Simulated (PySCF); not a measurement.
## Continuum solvent and chemical shifts

Cartesian coordinates in Å; atom numbers follow the order of the lines, from 1:
```xyz
19

C     2.6561    0.6026   -0.0736
S     3.2512   -0.9019    0.7185
C     1.7107   -1.5184    1.4434
P     0.5237   -2.1691    0.1380
C    -0.5410   -0.9288    0.0093
C    -1.4638   -0.0028   -0.1737
C    -1.2925    1.1050   -1.1767
C    -2.7450   -0.0075    0.6150
H     2.2672    1.3200    0.6652
H     3.5183    1.0512   -0.5875
H     1.8741    0.3776   -0.8142
H     2.0109   -2.3671    2.0782
H     1.2391   -0.7570    2.0840
H    -2.0884    1.0549   -1.9388
H    -0.3217    1.0517   -1.6858
H    -1.3808    2.0877   -0.6839
H    -3.6108   -0.0692   -0.0656
H    -2.8496    0.9314    1.1844
H    -2.7890   -0.8508    1.3158
```

GIAO PBE0/pcSseg-1 in PySCF 2.14 on one PBE0-D3(BJ)/def2-SVP conformer, non-relativistic, equivalent nuclei averaged. Solvents enter as an IEF-PCM continuum (cyclohexane with ε = 2.0, acetonitrile with ε = 35.7) around the gas-phase geometry. Shifts are referred to TMS, CS2 computed in the same medium.

Gas phase, δ in ppm: C5 267.2, C6 123.5, C3 40.3, C7/C8 24.8, C1 18.9, S2 -71.7, H12/H13 2.69, H9/H10/H11 1.92, H14/H15/H16/H17/H18/H19 1.86. Dipole moment 3.20 D.

Q: How does each δ change in the continuum?

A: 
```csv
atoms,environment,"Δδ, cyclohexane","Δδ, acetonitrile"
C5,cumulene carbon,+0.6,+1.6
C6,fully substituted alkene carbon,+2.3,+6.1
C3,sp3 CH2 bonded to P and S,+0.2,+0.5
C7/C8,allylic methyl carbon,+0.1,+0.3
C1,methyl carbon bonded to S,0.0,0.0
S2,sulfide sulfur,-4.5,-11.3
H12/H13,hydrogen on an sp3 CH2 bonded to P and S,+0.07,+0.20
H9/H10/H11,hydrogen on a methyl carbon bonded to S,+0.06,+0.17
H14/H15/H16/H17/H18/H19,hydrogen on an allylic methyl carbon,+0.05,+0.13
```

Changes are relative to the gas phase. The dipole moment becomes 3.72 D in cyclohexane, 4.61 D in acetonitrile.

Q: Which of the listed nuclei move most (in ppm), and what does the model miss?

A: S2 (sulfide sulfur, -11.3 ppm) in acetonitrile. A continuum only polarises the solute; specific hydrogen bonds, the anisotropy of aromatic solvents and changes of geometry or conformer are outside it.
